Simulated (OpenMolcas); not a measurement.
## Os4+ in a point-charge field

Os4+ among 8 point charges of -1.2 e arranged as a cube (Oh), 2.14 Å from the ion.
```
   1.2355    1.2355    1.2355  -1.20
   1.2355    1.2355   -1.2355  -1.20
   1.2355   -1.2355    1.2355  -1.20
   1.2355   -1.2355   -1.2355  -1.20
  -1.2355    1.2355    1.2355  -1.20
  -1.2355    1.2355   -1.2355  -1.20
  -1.2355   -1.2355    1.2355  -1.20
  -1.2355   -1.2355   -1.2355  -1.20
```

| Item | Value |
| --- | --- |
| Program | OpenMolcas |
| Method | SS-CASPT2, IPEA 0.25 Eh, imaginary shift 0.1 Eh (closed shells correlated: 5s 5p) |
| Basis | ANO-RCC-VDZP [7s6p4d2f1g] |
| Scalar Hamiltonian | DKH2, point nucleus |
| Active space | 4 electrons in 5 orbitals (5d) |
| State averaging | 2S+1 = 5 even, 5 roots; 2S+1 = 3 even, 45 roots; 2S+1 = 1 even, 50 roots |
| Spin-orbit coupling | RASSI with atomic mean-field integrals over the reference wave functions |

The lowest spin-free states (labels of O, the rotations of Oh), above the lowest:

```tsv
State	Degeneracy	E (cm-1)	Free-ion L (%)
5T2	3	0	D (100)
5E	2	4800	D (100)
3T1	3	13640	H (60)
3T2	3	15850	H (71)
3T1	3	17510	H (67)
1A1	1	18290	G (49)
3T2	3	18870	G (71)
3T1	3	19160	P (55)
3E	2	19690	H (81)
1T1	3	21620	I (65)
3T2	3	21900	F (71)
3A2	1	22230	F (100)
3T1	3	23030	H (46)
3E	2	23280	G (79)
1T2	3	24930	I (95)
3A1	1	25260	G (100)
1E	2	26100	G (67)
3T2	3	26210	D (88)
1A1	1	26700	I (50)
3T1	3	26870	G (45)
```

The lowest levels with spin-orbit coupling:

```json
{"E (cm-1)": "0", "Degeneracy": "1", "Label": "A1", "2S+1": "5 (62 %)"}
{"E (cm-1)": "4860", "Degeneracy": "3", "Label": "T1", "2S+1": "5 (83 %)"}
{"E (cm-1)": "8360", "Degeneracy": "3", "Label": "T2", "2S+1": "5"}
{"E (cm-1)": "9770", "Degeneracy": "2", "Label": "E", "2S+1": "5"}
{"E (cm-1)": "11470", "Degeneracy": "3", "Label": "T1", "2S+1": "5 (87 %)"}
{"E (cm-1)": "12610", "Degeneracy": "3", "Label": "T2", "2S+1": "5 (81 %)"}
{"E (cm-1)": "15020", "Degeneracy": "1", "Label": "A2", "2S+1": "5 (76 %)"}
{"E (cm-1)": "15180", "Degeneracy": "1", "Label": "A1", "2S+1": "5 (46 %)"}
{"E (cm-1)": "15320", "Degeneracy": "2", "Label": "E", "2S+1": "5 (57 %)"}
{"E (cm-1)": "15650", "Degeneracy": "3", "Label": "T2", "2S+1": "5 (72 %)"}
{"E (cm-1)": "15660", "Degeneracy": "3", "Label": "T1", "2S+1": "5 (60 %)"}
{"E (cm-1)": "18640", "Degeneracy": "1", "Label": "A1", "2S+1": "5 (48 %)"}
{"E (cm-1)": "21800", "Degeneracy": "2", "Label": "E", "2S+1": "3 (67 %)"}
{"E (cm-1)": "22010", "Degeneracy": "3", "Label": "T1", "2S+1": "3 (68 %)"}
{"E (cm-1)": "22790", "Degeneracy": "3", "Label": "T2", "2S+1": "3 (79 %)"}
{"E (cm-1)": "23920", "Degeneracy": "1", "Label": "A2", "2S+1": "3 (82 %)"}
{"E (cm-1)": "24440", "Degeneracy": "1", "Label": "A1", "2S+1": "3 (59 %)"}
{"E (cm-1)": "25490", "Degeneracy": "3", "Label": "T1", "2S+1": "3 (83 %)"}
{"E (cm-1)": "25570", "Degeneracy": "3", "Label": "T2", "2S+1": "3 (87 %)"}
{"E (cm-1)": "27060", "Degeneracy": "3", "Label": "T1", "2S+1": "3"}
```

Powder χT (cm3 K/mol): 0 at 2 K, 0.00185 at 10 K, 0.00927 at 50 K, 0.0185 at 100 K, 0.0371 at 200 K, 0.0556 at 300 K. The effective moment at 300 K is 2.828 √(χT) = 0.67 μB.

Roots that are degenerate in the reference are averaged as groups; the widest CASPT2 spread within a group is 260 cm-1 (the 3-fold group of multiplicity 3 near 42900 cm-1 above the lowest state of its run). Shifts and gaps below about the spread of the groups concerned are not significant. Spin-orbit coupling mixes the spin-free states strongly: the lowest level takes only 47 % from its leading state, 5T2. Point charges give a weaker field than real ligands, and real ions of this kind are as a rule low spin; the high spin found here belongs to the model. The ground term spreads over less than 5000 cm-1, several times less than with real ligands, so orbital moments are less quenched and χT lies further from the spin-only value than at real sites. Free-ion shares, where given, are those of the reference states; single-state CASPT2 does not remix them. Point charges carry no covalency, so the field is a model and not that of real ligands. No measured value stands beside these numbers.
